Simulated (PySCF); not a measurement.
ECD: `C(#C)C=C=C(C#C)[Se]C`, C₈H₆Se

Molfile (atoms numbered from 1):
```
C8H6Se
     RDKit          3D

 15 14  0  0  0  0  0  0  0  0999 V2000
    2.8547   -1.2649    0.5972 C   0  0  0  0  0  0  0  0  0  0  0  0
    2.1242   -0.7261   -0.2079 C   0  0  0  0  0  0  0  0  0  0  0  0
    1.2796   -0.1119   -1.1770 C   0  0  0  0  0  0  0  0  0  0  0  0
    0.2046    0.5911   -0.8789 C   0  0  0  0  0  0  0  0  0  0  0  0
   -0.8868    1.2561   -0.5732 C   0  0  0  0  0  0  0  0  0  0  0  0
   -0.9139    2.6620   -0.3578 C   0  0  0  0  0  0  0  0  0  0  0  0
   -0.9874    3.8575   -0.1678 C   0  0  0  0  0  0  0  0  0  0  0  0
   -2.5984    0.3943   -0.3742 Se  0  0  0  0  0  2  0  0  0  0  0  0
   -2.0028   -1.4298   -0.6212 C   0  0  0  0  0  0  0  0  0  0  0  0
    3.4993   -1.7363    1.3162 H   0  0  0  0  0  0  0  0  0  0  0  0
    1.5574   -0.2412   -2.2341 H   0  0  0  0  0  0  0  0  0  0  0  0
   -1.0378    4.9177   -0.0002 H   0  0  0  0  0  0  0  0  0  0  0  0
   -1.2361   -1.6839    0.1229 H   0  0  0  0  0  0  0  0  0  0  0  0
   -2.8879   -2.0635   -0.4730 H   0  0  0  0  0  0  0  0  0  0  0  0
   -1.6097   -1.5762   -1.6357 H   0  0  0  0  0  0  0  0  0  0  0  0
  1  2  3  0
  2  3  1  0
  3  4  2  0
  4  5  2  0
  5  6  1  0
  6  7  3  0
  5  8  1  0
  8  9  1  0
  1 10  1  0
  3 11  1  0
  7 12  1  0
  9 13  1  0
  9 14  1  0
  9 15  1  0
M  END
```

Method used: TDDFT CAM-B3LYP/aug-cc-pVDZ circular dichroism and optical rotation, one conformer, IEF-PCM water (non-equilibrium linear response, no local-field factor) in PySCF 2.14.0. Geometry: PBE0-D3(BJ)/def2-SVP.

The calculation is non-relativistic, which matters for the atoms heavier than Zn. No stereocentre is labelled: unless the shape is locked (an allene, a helicene, a hindered biaryl), the mirror image is equally populated and a measured rotation or CD is zero. Singlets 6 and 7 lie within 0.01 eV of each other, so their separate moments and overlaps can depend on how they mix.

Problem. Which excitations and rotatory strengths does the calculation give?

Solution. Rotatory strengths R in 10⁻⁴⁰ esu² cm², velocity form and length form (origin at the centre of mass); f in length form.
| state | E (eV) | λ (nm) | f | R (velocity) | R (length) | main |
| --- | --- | --- | --- | --- | --- | --- |
| 1 | 3.76 | 329 | 0.0006 | +0.4 | +0.3 | HOMO→LUMO 0.93 |
| 2 | 4.87 | 254 | 0.325 | -6.1 | -5.6 | HOMO→LUMO+1 0.92 |
| 3 | 5.02 | 247 | 0.004 | -42.7 | -43.2 | HOMO−2→LUMO 0.24, HOMO→LUMO+3 0.20 |
| 4 | 5.14 | 241 | 0.024 | +22.6 | +22.9 | HOMO−1→LUMO+1 0.73 |
| 5 | 5.27 | 235 | 0.581 | -87.7 | -88.4 | HOMO−1→LUMO 0.83 |
| 6 | 5.48 | 226 | 0.005 | -12.5 | -12.7 | HOMO−3→LUMO 0.33, HOMO−4→LUMO 0.29 |
| 7 | 5.49 | 226 | 0.009 | +14.7 | +15.0 | HOMO−2→LUMO 0.38, HOMO→LUMO+3 0.13 |
| 8 | 5.61 | 221 | 0.033 | +19.4 | +19.6 | HOMO→LUMO+2 0.66 |
| 9 | 5.71 | 217 | 0.008 | +17.0 | +17.1 | HOMO−3→LUMO+1 0.44, HOMO−4→LUMO+1 0.28 |
| 10 | 5.77 | 215 | 0.084 | -27.3 | -27.7 | HOMO−2→LUMO+1 0.60 |
| 11 | 5.96 | 208 | 0.003 | +4.2 | +4.2 | HOMO→LUMO+7 0.36 |
| 12 | 6.25 | 198 | 0.0004 | -0.2 | -0.1 | HOMO−1→LUMO+2 0.23, HOMO−1→LUMO+11 0.18 |

Among the states computed, the strongest CD band (largest |R|) is state 5. The largest dissymmetry factor in size, g = 4R/(D+G), with D and G the electric and magnetic dipole strengths, is -0.076 for state 3 (velocity form, f = 0.004), among bands with |R| over 0.5. The mirror image has the same energies and oscillator strengths and all R with the opposite sign.
